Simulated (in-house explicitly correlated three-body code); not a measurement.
Computed with an exponentially correlated three-body code. Model: two electrons around a point charge, non-relativistic, variational in 260 exponentially correlated functions (energies converged to about 1e-7 hartree, or 1e-8 relative for large Z).

Command:
```bash
python run_hyl.py task.json out
```
Settings (lengths in bohr, energies in hartree):
```
Z                      14
screening              1.05
interaction_strength   1
functions              260
states_tried           13
```

Cost of the run: 2.4 min on 1 thread of Arm Neoverse N1, with other jobs on the host.

**Those bound S and P states to n = 4 that converged, binding against the one-electron ion.**

Given: nuclear charge 14; Yukawa screening of all interactions 1.05 1/bohr.

Computed: one-electron threshold -84.0892727 hartree.

```json
{"term": "1 1S", "energy (hartree)": "-160.593484", "binding (eV)": "2081.8"}
{"term": "2 3S", "energy (hartree)": "?", "binding (eV)": "?"}
{"term": "2 1S", "energy (hartree)": "-94.6081152", "binding (eV)": "286.23"}
{"term": "2 3P", "energy (hartree)": "-94.2381728", "binding (eV)": "276.17"}
{"term": "2 1P", "energy (hartree)": "?", "binding (eV)": "?"}
{"term": "3 3S", "energy (hartree)": "-85.4894238", "binding (eV)": "38.1"}
{"term": "3 1S", "energy (hartree)": "-85.4064364", "binding (eV)": "35.842"}
{"term": "3 3P", "energy (hartree)": "-85.1612544", "binding (eV)": "29.17"}
{"term": "3 1P", "energy (hartree)": "-85.1046656", "binding (eV)": "27.63"}
```

Q: What belongs in the row 2 3S?

A: energy (hartree): -95.0997705; binding (eV): 299.61.

Q: What belongs in the row 2 1P?

A: energy (hartree): -93.8938534; binding (eV): 266.8.

**Converged states only, values per electron or pair (inverse distances are <exp(-kr)/r>).**

| term | mean r (bohr) | mean r squared (bohr²) | mean inverse r (1/bohr) | mean r12 (bohr) | mean inverse r12 (1/bohr) | mean cosine | mean p1 dot p2 (bohr⁻²) | delta r1 (bohr⁻³) | delta r12 (bohr⁻³) |
| --- | --- | --- | --- | --- | --- | --- | --- | --- | --- |
| 1 1S | 0.11068 | 0.016413 | 12.641 | 0.16256 | 7.4301 | -0.0094341 | 1.7224 | 826.05 | 93.694 |
| 2 3S | 0.28904 | 0.13742 | 7.624 | 0.48774 | 1.6034 | -0.0029232 | 0.1124 | 476.19 | - |
| 2 1S | ? | ? | ? | ? | ? | ? | ? | ? | ? |
| 2 3P | 0.25568 | 0.10658 | 7.5988 | 0.42809 | 2.0216 | -0.067245 | -11.88 | 431.26 | - |
| 2 1P | 0.26039 | 0.11116 | 7.5805 | 0.42178 | 2.2907 | 0.053728 | 11.511 | 433.88 | 4.3131 |
| 3 3S | 0.70092 | 0.96941 | 6.7331 | 1.3 | 0.39226 | -0.00060826 | 0.020685 | 441.19 | - |
| 3 1S | 0.71603 | 1.0154 | 6.726 | 1.3294 | 0.4592 | -0.00090948 | 0.026268 | 440.83 | 2.7621 |
| 3 3P | ? | ? | ? | ? | ? | ? | ? | ? | - |
| 3 1P | 0.70306 | 0.99352 | 6.7104 | 1.3029 | 0.48168 | 0.0078193 | 1.7116 | 433.39 | 0.79714 |

Q: What belongs in the row 2 1S?

A: mean r (bohr): 0.29501; mean r squared (bohr²): 0.14421; mean inverse r (1/bohr): 7.6005; mean r12 (bohr): 0.49438; mean inverse r12 (1/bohr): 2.0306; mean cosine: -0.0046309; mean p1 dot p2 (bohr⁻²): 0.13708; delta r1 (bohr⁻³): 474.3; delta r12 (bohr⁻³): 15.267.

Q: What belongs in the row 3 3P?

A: mean r (bohr): 0.69043; mean r squared (bohr²): 0.95533; mean inverse r (1/bohr): 6.7161; mean r12 (bohr): 1.2799; mean inverse r12 (1/bohr): 0.44163; mean cosine: -0.0098781; mean p1 dot p2 (bohr⁻²): -1.7145; delta r1 (bohr⁻³): 433.02.

**Electric-dipole lines between converged S and P states, rate of the upper state's decay.**

| s state | p state | p minus s (eV) | oscillator strength from s | rate (1/s) |
| --- | --- | --- | --- | --- |
| 1 1S | 2 1P | 1815 | 0.68615 | 3.2693e+13 |
| 1 1S | 3 1P | 2054.2 | 0.0884 | 5.3952e+12 |
| 2 1S | 2 1P | 19.436 | 0.08748 | 4.7798e+08 |
| 2 1S | 3 1P | 258.6 | 0.23902 | 2.312e+11 |
| 3 1S | 2 1P | -230.95 | -0.042824 | 9.9116e+10 |
| 3 1S | 3 1P | 8.2116 | 0.3419 | 3.3346e+08 |
| 2 3S | 2 3P | ? | ? | ? |
| 2 3S | 3 3P | ? | ? | ? |
| 3 3S | 2 3P | -238.07 | -0.044313 | 1.0898e+11 |
| 3 3S | 3 3P | 8.9299 | 0.35648 | 4.1116e+08 |

Q: What belongs in the row 2 3S 2 3P?

A: p minus s (eV): 23.445; oscillator strength from s: 0.10101; rate (1/s): 8.031e+08.

Q: What belongs in the row 2 3S 3 3P?

A: p minus s (eV): 270.44; oscillator strength from s: 0.2314; rate (1/s): 2.4479e+11.

**Static dipole response.**

```tsv
state	polarisability (bohr³)
1 1S	0.00026729
2 1S	0.17637
2 3S	0.14046
```
